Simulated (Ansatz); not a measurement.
Basis-set extrapolation for `CS[SiH2][SiH3]` (PBE0-D4/def2-TZVP geometry, frozen core, Ansatz). Multiplicity 1, RHF reference.

|  | def2-TZVPP | def2-QZVPP |
| --- | --- | --- |
| HF | -1017.987962 | -1018.019141 |
| MP2 correlation | -0.609819 | -0.655906 |
| CCSD(T) correlation | -0.707154 | not run |

Energies in hartree. Use E(X) = E(∞) + A·exp(−7.88·√X) for Hartree–Fock and E(X) = E(∞) + B·X^(−2.97) for correlation, with X = 3 and 4, and add CCSD(T) minus MP2 of the smaller set to the MP2 limit.

Q: What is the CCSD(T) energy at the basis-set limit?

A: HF limit: -1018.019141 + (-0.031179) × 0.13774 = -1018.02344. MP2 limit: -0.655906 + (-0.046087) × 0.74074 = -0.69004. Higher-order term: -0.707154 − (-0.609819) = -0.09733. Total: -1018.81081 hartree, 303.8 kJ/mol below CCSD(T)/def2-TZVPP.
